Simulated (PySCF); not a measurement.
Molecule: CH7O3Si (charge +1, singlet). It need not be the lowest isomer of its formula. SMILES: C[Si](O)(O)[OH2+]
Coordinates optimised at B3LYP-D3(BJ)/def2-TZVP (Ansatz):
```xyz
12

C      1.5524     0.6595    -0.8035
Si     0.0527     0.1649     0.1043
O     -0.5670    -1.3562    -0.7522
O     -1.1793     1.1634    -0.1228
O      0.1602    -0.5586     1.5385
H      1.3037     0.9467    -1.8269
H      2.0056     1.5288    -0.3213
H      2.2888    -0.1445    -0.8301
H     -1.2679    -1.3075    -1.4231
H     -1.9072     1.3041     0.4914
H      0.8408    -0.4027     2.2000
H     -0.6280    -2.1784    -0.2365
```
Charge +1, spin multiplicity 1.

Dispersion corrections to the total energy (kcal/mol) from the dftd3 and dftd4 libraries through PySCF: D3(BJ) without and D4 with the three-body term, each with the damping fitted for the functional named.

| functional | D3(BJ) | D4 |
|---|---|---|
| revPBE | … | -14.97 |
| HSE06 | -3.44 | -3.72 |
| BLYP | -11.03 | -10.59 |
| HF | -40.52 | -17.15 |
| TPSS | … | -6.45 |
| PBE0 | … | -4.01 |
| B2PLYP | -4.23 | -3.33 |

Question: Complete the blanks.

Answer: 
- revPBE, D3(BJ): -12.95
- TPSS, D3(BJ): -6.56
- PBE0, D3(BJ): -4.53
